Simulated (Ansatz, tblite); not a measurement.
Bond stretch in SeH, doublet.

Levels: ROCCSDTQ = CCSDTQ on ROHF/cc-pVDZ, cores with 3d frozen in Ansatz (a first-principles code); ROCCSD(T) = Ansatz with CCSD(T) on ROHF/cc-pVDZ, cores with 3d frozen; GFN2-xTB, 300 K electronic temperature (tblite).

Total energies in hartree (comparable only within one method and basis):

```
R / Å     ROCCSDTQ    ROCCSD(T)  GFN2-xTB
-----  -----------  -----------  --------
1.17   -2400.43251  -2400.43210  -3.60441
1.24   -2400.46349  -2400.46306  -3.62887
1.32   -2400.48462  -2400.48417  -3.64305
1.37   -2400.49210  -2400.49164  -3.64720
1.42   -2400.49623  -2400.49575  -3.64896
1.47   -2400.49772  -2400.49722  -3.64899
1.51   -2400.49739  -2400.49688  -3.64810
1.54   -2400.49642  -2400.49589  -3.64702
1.63   -2400.49069  -2400.49011  -3.64223
1.70   -2400.48418  -2400.48355  -3.63739
1.81   -2400.47200  -2400.47129  -3.62858
1.96   -2400.45418  -2400.45331  -3.61520
2.23             —            —  -3.58983
2.46             —            —  -3.57001
2.63             —            —  -3.55744
2.91             —            —  -3.54100
3.23             —            —  -3.52816
3.63             —            —  -3.51948
3.97             —            —  -3.51649
4.44             —            —  -3.51537
5.26             —            —  -3.51509
```

Dashes: no converged value, or the column stops at the first point that the program doubted or that broke a chosen test of continuity, which isn't proof of a fault.

The scan ran from 1.17 to 5.97 Å; beyond the distances shown full CI changes its symmetry label. The T1 diagnostic of CCSD on the restricted reference of ROCCSDTQ, ROCCSD(T) exceeds 0.045 at 2.46 to 2.63 Å.
